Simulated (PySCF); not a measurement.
**CsHg⁺: frontier orbitals**

PBE0 at R = 4.040 Å; basis Cs def2-SVP with ECP46, Hg def2-SVP with ECP60; scalar-relativistic core potentials; PySCF 2.14. State: ¹Σ⁺ (singlet), closed shell. Only the outer orbitals are listed, counted within each symmetry, core potentials removing the inner ones.

```json
{"orbital": "5σ", "occ.": "2", "ε (eV)": "-15.40", "on Cs (%)": "0", "main shells (%)": "100 Hg d"}
{"orbital": "3π", "occ.": "2", "ε (eV)": "-15.37", "on Cs (%)": "0", "main shells (%)": "100 Hg d"}
{"orbital": "3π", "occ.": "2", "ε (eV)": "-15.37", "on Cs (%)": "0", "main shells (%)": "100 Hg d"}
{"orbital": "1δ", "occ.": "2", "ε (eV)": "-15.32", "on Cs (%)": "0", "main shells (%)": "100 Hg d"}
{"orbital": "1δ", "occ.": "2", "ε (eV)": "-15.32", "on Cs (%)": "0", "main shells (%)": "100 Hg d"}
{"orbital": "6σ", "occ.": "2", "ε (eV)": "-11.17", "on Cs (%)": "1", "main shells (%)": "99 Hg s"}
{"orbital": "7σ", "occ.": "0", "ε (eV)": "-4.92", "on Cs (%)": "84", "main shells (%)": "84 Cs s, 15 Hg p"}
{"orbital": "4π", "occ.": "0", "ε (eV)": "-3.86", "on Cs (%)": "42", "main shells (%)": "57 Hg p, 28 Cs d, 14 Cs p"}
{"orbital": "4π", "occ.": "0", "ε (eV)": "-3.86", "on Cs (%)": "42", "main shells (%)": "57 Hg p, 28 Cs d, 14 Cs p"}
```

Q: Which are the highest filled and the lowest empty level, where do they sit, and how wide is the gap?

A: Highest filled 6σ at -11.17 eV (in %: 99 Hg s); lowest empty 7σ at -4.92 eV (in %: 84 Cs s, 15 Hg p); the gap at PBE0 is 6.25 eV.

```
bond order (Mayer)                                                                                                 : 0.04
⟨S²⟩                                                                                                               : 0.000
charge on Cs (Mulliken, basis-dependent)                                                                           : 0.99
charge on Cs (Löwdin, basis-dependent)                                                                             : 0.73
dipole moment (positive dipole points towards Hg; it is taken about the centre of mass and depends on that origin) : -10.05 D
polarisability along the bond                                                                                      : 59.8 bohr³
polarisability across the bond                                                                                     : 46.2 bohr³
```

Closed-shell solutions of metal pairs were not tested for spin polarisation, which can lower them a little. Spin–orbit coupling is left out.
